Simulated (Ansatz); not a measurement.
A run of Ansatz (development build ahead of 0.2.0) on singlet Li₆ at this shape:

```xyz
6

Li    2.6000    0.0000    0.0000
Li    1.3000    2.2517    0.0000
Li   -1.3000    2.2517    0.0000
Li   -2.6000    0.0000    0.0000
Li   -1.3000   -2.2517    0.0000
Li    1.3000   -2.2517    0.0000
```

Its results:

| Item | Value |
| --- | --- |
| Converged | yes |
| Reference energy | -44.53460 hartree |
| Correlation energy | -0.09314 hartree |
| Total energy | -44.62774 hartree |

Forces (eV/Å):
```tsv
atom	Fx	Fy	Fz
Li1	0.523	0.000	0.000
Li2	0.261	0.453	0.000
Li3	-0.261	0.453	0.000
Li4	-0.523	0.000	0.000
Li5	-0.261	-0.453	0.000
Li6	0.261	-0.453	0.000
```

Task: Which input gives this output? Name the method, the orbitals and the basis set, and write the input.

Result: RHF-MP2 in def2-SVP. An unrestricted run that stays on the closed shell gives the same numbers.

```yaml
crystal:
  periodic: [false, false, false]
  atoms:
    - { symbol: Li, position_ang: [2.6, 0.0, 0.0] }
    - { symbol: Li, position_ang: [1.3, 2.25167, 0.0] }
    - { symbol: Li, position_ang: [-1.3, 2.25167, 0.0] }
    - { symbol: Li, position_ang: [-2.6, 0.0, 0.0] }
    - { symbol: Li, position_ang: [-1.3, -2.25167, 0.0] }
    - { symbol: Li, position_ang: [1.3, -2.25167, 0.0] }
basis:
  gaussian: { orbitals: def2-SVP }
hamiltonian:
  xc: hf
correlation:
  method: mp2
  frozen_orbitals: { Li: 0 }
output:
  forces: true
```
